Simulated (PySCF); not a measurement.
# One molecule, several mistakes: B3H5Si

Calculated results; nothing here was measured. The program is PySCF 2.14.0, an open-source quantum chemistry code, run on an isolated molecule that a program drew, which may never have been made. The molecule is B3H5Si (charge 0, singlet), drawn as the SMILES string `BB[Si]B`.

Each row is a Hartree-Fock (HF) and frozen-core CCSD(T) single point in the cc-pV(D+d)Z basis, meant for a local HF minimum. Run 1 is clean. Each other run has one planted mistake out of seven kinds, and not every kind appears here: one electron removed, one electron added, multiplicity raised by two, geometry at a saddle point, minimal basis STO-3G, one bond length entered in bohr, all coordinates scaled. The reference is restricted for singlets and unrestricted otherwise, and also for a bond in bohr. Adding or removing an electron swaps singlet and doublet. Electrons count all cores. HOMO and LUMO are orbital energies over both spins, the gradient is its largest component, and the lowest frequency (negative if imaginary) is given only where the gradient is small. Bond lengths are over the 8 bonds as drawn. T1 is the CCSD diagnostic: over 0.02 (restricted) or 0.045 (unrestricted) a single reference is doubtful.

Geometry of the clean run:
```xyz
9
B3H5Si, angstrom
B    -2.6754   -1.6097   -0.1722
B    -1.3919   -0.5388   -0.0607
Si   -1.1034    1.1755   -1.0166
B    -1.9488    2.2896    0.3923
H    -3.5933   -1.5576    0.6044
H    -2.7207   -2.4607   -1.0209
H    -0.4520   -0.8421    0.6378
H    -3.1130    2.5801    0.3097
H    -1.3132    2.7585    1.2976
```

| run | electrons | basis functions | <S^2> | HOMO (eV) | LUMO (eV) | gradient (hartree/bohr) | lowest frequency (cm^-1) | mean bond (Å) | longest bond (Å) | T1 | HF (hartree) | CCSD(T) (hartree) | mistake |
|---|---|---|---|---|---|---|---|---|---|---|---|---|---|
| 1 | 34 | 90 | 0.000 | -8.68 | 0.74 | 1.5e-05 | 97 | 1.4580 | 1.985 | 0.0244 | -365.77465 | -366.18039 | no fault |
| 2 | 34 | 90 | 2.031 | -7.48 | -0.41 | 3.2e-02 | - | 1.4580 | 1.985 | 0.0224 | -365.73583 | -366.11378 | multiplicity raised by two |
| 3 | 34 | 90 | 0.000 | -8.74 | 0.86 | 2.3e-02 | - | 1.4070 | 1.916 | 0.0244 | -365.76637 | -366.17209 | all coordinates scaled |
| 4 | 34 | 29 | 0.000 | -5.90 | 5.97 | 2.6e-02 | - | 1.4580 | 1.985 | 0.0253 | -361.50285 | -361.69139 | minimal basis STO-3G |
| 5 | 35 | 90 | 0.838 | -1.14 | 6.13 | 1.2e-02 | - | 1.4580 | 1.985 | 0.0329 | -365.77907 | -366.20649 | one electron added |
| 6 | 33 | 90 | 0.773 | -16.04 | -6.69 | 4.1e-02 | - | 1.4580 | 1.985 | 0.0244 | -365.49501 | -365.86140 | ? |

**Which mistake was planted in run 6, and what did it cost?**

It counts 33 electrons, one fewer than the clean run, at the same geometry and basis. So the mistake is: one electron removed. Subtracting run 1 and multiplying by 627.51 kcal/mol a hartree, the energy moved by 175.5 kcal/mol in HF and 200.2 kcal/mol in CCSD(T).

Cautions from the logs. Run 1: T1 is over the limit, so its CCSD(T) energy is less reliable; run 3: T1 is over the limit, so its CCSD(T) energy is less reliable; run 4: T1 is over the limit, so its CCSD(T) energy is less reliable.
